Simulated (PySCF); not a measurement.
Gas-phase reaction: 3 GaCl₃ + 2 C ⇌ 3 GaCl + 2 CCl₃

Energies from PySCF, thermal terms from the rigid-rotor harmonic-oscillator model, ideal gas at 1 bar. † marks an energy on the PBE0/def2-TZVP geometry and frequencies; other levels use their own. MP2 and CCSD(T) freeze the core. 6-31G* has spherical d functions here. Open shells (unrestricted): C (multiplicity 3, electronic degeneracy 9), CCl₃ (multiplicity 2); the rest are closed-shell singlets. Spin-orbit splitting is ignored; it lowers the true energy and changes the entropy of C. Ga: all electrons, no relativistic terms. MP2 isn't extrapolated to the basis-set limit; its ΔH°(298 K) is -0.1 kJ in def2-SVP and -67.0 kJ in def2-TZVPP. CCSD(T) isn't extrapolated to the basis-set limit; its ΔH°(298 K) is -24.5 kJ in def2-SVP and -65.3 kJ in def2-TZVPP. The harmonic model lacks anharmonicity and excited electronic states, which grow with temperature; levels with a mode under 35 cm⁻¹ are left out.

```tsv
level	ΔE electronic, kJ	ΔH°(298 K), kJ	ΔS°(298 K), J/K	ΔG°(1600 K), kJ
CCSD(T)/def2-TZVPP†	-72	-65	30	-81
HF/6-31G*	185	193	32	176
MP2/def2-SVP†	-7	0	30	-16
MP2/def2-TZVPP†	-74	-67	30	-83
PBE/def2-SVP	-346	-340	27	-351
PBE/def2-TZVP†	-368	-361	30	-378
PBE0/def2-SVP†	-219	-213	30	-229
PBE0/def2-TZVP	-248	-241	30	-257
r2SCAN/def2-TZVP†	-193	-187	30	-203
LDA/def2-TZVP†	-465	-458	30	-474
```
ΔH° is lowest at LDA/def2-TZVP† and highest at HF/6-31G*. No reference value is set beside these.
